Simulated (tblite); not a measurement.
C6H12ClFO.
Numbering: `[CH3:1][O:2][C@@:3]([CH3:4])([CH2:5][Cl:6])[C@H:7]([CH3:8])[F:9]` (hydrogens: H10, H11, H12 on C1; H13, H14, H15 on C4; H16, H17 on C5; H18 on C7; H19, H20, H21 on C8)

Cartesian coordinates in Å at the GFN2-xTB level; atoms count from 1:
```
atom  x, y, z in Å
C1     1.6972    1.2828    0.5033
O2     0.7559    0.9317   -0.4914
C3     0.0881   -0.3063   -0.3734
C4    -0.6341   -0.4952   -1.7114
C5     1.0370   -1.4902   -0.1160
Cl6    2.3194   -1.5763   -1.3448
C7    -0.9682   -0.2954    0.7710
C8    -1.8014    0.9744    0.8082
F9    -0.3364   -0.4471    1.9988
H10    2.6128    0.6900    0.4219
H11    1.9379    2.3268    0.3080
H12    1.2925    1.1892    1.5133
H13    0.1062   -0.6200   -2.4964
H14   -1.2189    0.3908   -1.9358
H15   -1.2816   -1.3671   -1.6848
H16    1.5256   -1.4041    0.8537
H17    0.4812   -2.4261   -0.1629
H18   -1.6066   -1.1825    0.6764
H19   -2.5146    0.9744   -0.0092
H20   -1.1589    1.8463    0.7206
H21   -2.3420    1.0208    1.7504
```

Computed with GFN2-xTB (tblite): harmonic, unscaled wavenumbers at the GFN2-xTB geometry, gas phase. This tight-binding method is rough: wavenumbers can miss measured ones by several per cent, in bad cases by 10 to 20. One conformer, not necessarily the lowest.

Harmonic wavenumbers (cm⁻¹): 78.5, 85.7, 117.9, 141.0, 155.5, 189.2, 209.5, 236.5, 261.7, 292.1, 313.2, 362.3, 384.3, 454.5, 516.6, 618.9, 742.1, 762.1, 867.0, 893.4, 926.5, 935.7, 1018.8, 1070.3, 1088.6, 1097.5, 1112.8, 1132.5, 1143.3, 1153.6, 1206.1, 1225.0, 1258.9, 1286.1, 1308.8, 1395.5, 1399.3, 1409.8, 1430.9, 1464.5, 1471.3, 1473.2, 1478.9, 1491.3, 1492.2, 2916.7, 2945.0, 2975.5, 2990.6, 3000.3, 3021.0, 3043.3, 3046.3, 3054.7, 3056.8, 3066.1, 3069.6.

A = 2039, B = 912.7, C = 880.0 MHz; mass 154.056 u (most abundant isotopes); point group C1, symmetry number 1.

Question: What is the zero-point energy?

Answer: Half the sum of the wavenumbers: 37670 cm⁻¹ = 107.70 kcal/mol.

Question: Entropy at 400 K, 1 bar (ideal gas, RRHO, classical rotation)?

Answer: Translation 42.49, rotation 30.54, vibration 44.15: S = 117.2 cal/(mol K).

Question: And Cp and H(400 K) − H(0)?

Answer: Cp = 52.70 cal/(mol K), of which vibrations give 44.75 (their classical limit is 57 R = 113.3); H(400 K) − H(0) = 12.54 kcal/mol without the zero-point energy, 9.36 from vibrations.

Question: Blend soft modes into free rotors: weight 1/[1 + (100 cm⁻¹/ν̃)⁴] for the oscillator and the rest for a rotor with moment μB/(μ + B), μ = h/(8π²ν), B = 10⁻⁴⁴ kg m². What vibrational entropy results?

Answer: 42.22 cal/(mol K) in place of 44.15, which changes −T·S at 400 K by +0.77 kcal/mol.

Question: What must be added to the electronic energy to get the Gibbs energy at 400 K and 1 bar?

Answer: ZPE + [H(400 K) − H(0)] − T·S = 107.70 + 12.54 − 46.87 = 73.37 kcal/mol.

Hindered rotation and anharmonicity are outside this model. Other conformers, if any are populated, would add a mixing term that is left out. The structure is chiral; the term R ln 2 for an equal mix with its mirror image is left out.
